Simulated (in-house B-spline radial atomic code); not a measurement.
Atomic self-consistent-field run: Hg7+ (with a hole in an inner shell). Computed with a B-spline radial code for spherical atoms: Dirac-Hartree-Fock, average of configuration, Fermi nucleus of rms radius 5.4648 fm.

Command:
```bash
python run_scf.py task.json out
```
Settings (nuclear radius in fm, mass in u):
```
Z                80
configuration    1s2 2s2 2p6 3s1 3p6 3d10 4s2 4p6 4d10 4f14 5s2 5p6 5d6
hamiltonian      dirac
method           hf
spin_polarised   False
nucleus          fermi
rms_radius       5.4648
atomic_mass      201.97064
speed_of_light   137.035999084
```

Output (hartree, bohr):
```
 radial grid: 66 intervals, B-splines of order 8, outer radius 18.8312 bohr

 iter        energy (Eh)    residual
    1      -19494.565278    8.49e-01
    2      -19501.426321    4.79e-01
    3      -19504.258325    7.28e-02
    4      -19504.338017    2.34e-02
    5      -19504.343996    5.35e-03
    6      -19504.344506    3.66e-03
    7      -19504.344609    6.84e-05
    8      -19504.344609    5.50e-06
    9      -19504.344609    9.25e-07
   10      -19504.344609    7.43e-08

 total energy                    -19504.34461
 kinetic                           22450.1688
 electron-nucleus                 -48840.2712
 electron-electron                  6885.7578

 first-order corrections (not in the total)
   Gaunt                            25.1015
   retardation                      -2.6668
   frequency dependence             -0.5020
   self-energy                      18.7435
   Uehling                          -3.8582
   Wichmann-Kroll                    0.1717
   recoil                            0.0317

 orbital      occ     eigenvalue          <r>       <r^2>       <1/r>       r_max    small
 1s1/2      2.000     -3082.0200      0.01659 0.000380855     97.5007     0.01023  9.26e-02
 2s1/2      2.000      -557.0660     0.069232  0.00573792     24.0204     0.05933  2.13e-02
 2p1/2      2.000      -533.9957    0.0569643    0.004059     23.9525     0.04366  2.13e-02
 2p3/2      4.000      -462.1909    0.0655845  0.00523808     19.4128     0.05111  1.89e-02
 3s1/2      1.000      -139.2642     0.179838   0.0371813     8.84203      0.1667  7.16e-03
 3p1/2      2.000      -128.3505      0.16981   0.0336742     8.76433      0.1554  7.12e-03
 3p3/2      4.000      -112.1173     0.185469    0.039964     7.57886      0.1704  6.43e-03
 3d3/2      4.000       -95.5290     0.161423   0.0305822      7.4624      0.1326  6.29e-03
 3d5/2      6.000       -92.0705     0.166175   0.0322821     7.19471      0.1367  6.10e-03
 4s1/2      2.000       -35.4081     0.395859      0.1771     3.77667      0.3746  2.48e-03
 4p1/2      2.000       -30.9535     0.397839    0.180094     3.64822      0.3721  2.36e-03
 4p3/2      4.000       -26.9248     0.429636    0.209776     3.25669      0.4017  2.11e-03
 4d3/2      4.000       -19.5432     0.435262    0.218814     3.05792      0.3933  1.91e-03
 4d5/2      6.000       -18.7751     0.445831    0.229338     2.96437      0.4026  1.84e-03
 4f5/2      6.000        -9.1668     0.458594     0.25084     2.63997      0.3564  1.51e-03
 4f7/2      8.000        -8.9919     0.464573    0.257332     2.60369      0.3609  1.48e-03
 5s1/2      2.000        -9.1782     0.884195    0.873172     1.54735      0.8195  6.39e-04
 5p1/2      2.000        -7.5311     0.936112    0.982746     1.44183      0.8569  5.68e-04
 5p3/2      4.000        -6.7505      1.00948     1.14135     1.30941      0.9244  4.99e-04
 5d3/2      2.400        -4.4098      1.18311     1.58372     1.09674       1.048  3.66e-04
 5d5/2      3.600        -4.3057      1.21173     1.65996     1.06611       1.074  3.50e-04
```

Run time, properties included: 1.1 s on 1 thread of Arm Neoverse V2, on a shared host.

For the Dirac Hamiltonian the kinetic term is c α·p + (β - 1)c².
